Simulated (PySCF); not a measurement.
## How methods differ on the excitation energy of Zn⁺

Zn⁺ [Ar] 3d10 4s1 (2S) → Zn⁺ [Ar] 3d9 4s1 4p1 (high-spin determinant), as a difference of total energies. Computed with PySCF 2.14 in aug-cc-pVDZ-PP with ECP10MDF (5s5p4d2f, 54 functions), with scalar relativity through the core potential. Correlated levels: valence: 3s2 3p6 frozen. The calculations carry no spin-orbit coupling.

```
           method  excitation energy (eV)
              UHF                  10.860
    MP2 (valence)                  13.610
SCS-MP2 (valence)                  13.372
   CCSD (valence)                  12.923
CCSD(T) (valence)                  13.030
```

Q: How much does correlation contribute at CCSD(T) (valence)?

A: 13.030 − (10.860) = 2.170 eV, measured against UHF.

The determinant of the upper state mixes LS terms, which raises its energy above the lowest term, most at the Hartree-Fock and MP2 levels.
